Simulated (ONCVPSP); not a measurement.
# What the settings do to the ONCV potential of Ag (Z = 47)

Base potential:

- Element: Ag
- Generator: ONCVPSP 4.0.1
- Type: optimised norm-conserving Vanderbilt (ONCV)
- Functional: PBEsol
- Relativity: scalar-relativistic
- Frozen core: [Ar] 3d10 4s2
- Valence charge: 17
- Reference configuration: 4p6 4d10 5s0.5 (charge +0.5)
- Partial waves: 5s: rc 2.25 bohr, ncon 3, nbas 8, qcut 2.7 1/bohr, 1 projector; 4p: rc 1.10 bohr, ncon 4, nbas 8, qcut 6.7 1/bohr, 2 projectors, debl 2.7 Ha; 4d: rc 1.90 bohr, ncon 3, nbas 7, qcut 7 1/bohr, 2 projectors, debl 1.6 Ha
- Local potential: polynomial inside 0.90 bohr (lpopt 5, dvloc0 2 Ha)
- Core correction: Teter function, fcfact 3.5, rcfact 1.25

Cutoffs, loose and tight: the cutoffs (Ha) at which the residual kinetic energy of the hardest occupied pseudo-wave falls to 1 and 0.1 mHa per electron. They do not see the model core or the augmentation charge, which bear on the density cutoff. Test errors are all-electron minus pseudo excitation energies from the reference, over the configurations 4p6 4d10 5s1; 4p6 4d10 5s0; 4p6 4d9 5s0; 4p6 4d9 5s2. A dash means not determined; rows that change the core or the reference have their own tests. The largest error is taken over the tests solved by every variant that gives reliable tests at all: 4p6 4d10 5s0; 4p6 4d10 5s1; 4p6 4d9 5s2.

A true bound ghost makes a file unfit for plane-wave use even where its test errors are small: the radial tests pick states by their node count and pass the ghost by.

| change | outcome | cutoff, loose | cutoff, tight | bound ghosts | GHOST(+) flags above zero | largest test error (meV) |
| --- | --- | --- | --- | --- | --- | --- |
| base | generated | 140 Ha | 172 Ha | s | s, d | +10 |
| core correction Teter function, fcfact 3.25, rcfact 1.1 | generated | 140 Ha | 172 Ha | s | s, d | +10 |

Q: What comes out with this change to the base: core [Ar] 3d10, valence charge 19; reference 4s2 4p6 4d10 5s1; waves now 4s+5s: rc 1.45 bohr, ncon 5, nbas 10, qcut 9.5 1/bohr, 2 projectors; 4p: rc 1.05 bohr, ncon 5, nbas 9, qcut 9 1/bohr, 1 projector; 4d: rc 1.65 bohr, ncon 3, nbas 7, qcut 8.8 1/bohr, 1 projector; local potential polynomial inside 0.95 bohr (lpopt 5, dvloc0 -1 Ha)?

A: outcome: generated; cutoff, loose: 74 Ha; cutoff, tight: 212 Ha; bound ghosts: none; GHOST(+) flags above zero: s; largest test error (meV): -4.2.

Q: What comes out with this change to the base: reference 4p6 4d9 5s2?

A: outcome: generated; cutoff, loose: 140 Ha; cutoff, tight: 172 Ha; bound ghosts: s; GHOST(+) flags above zero: s, d; largest test error (meV): +14 over the solved tests; 1 of 4 tests not solved or not reliable.
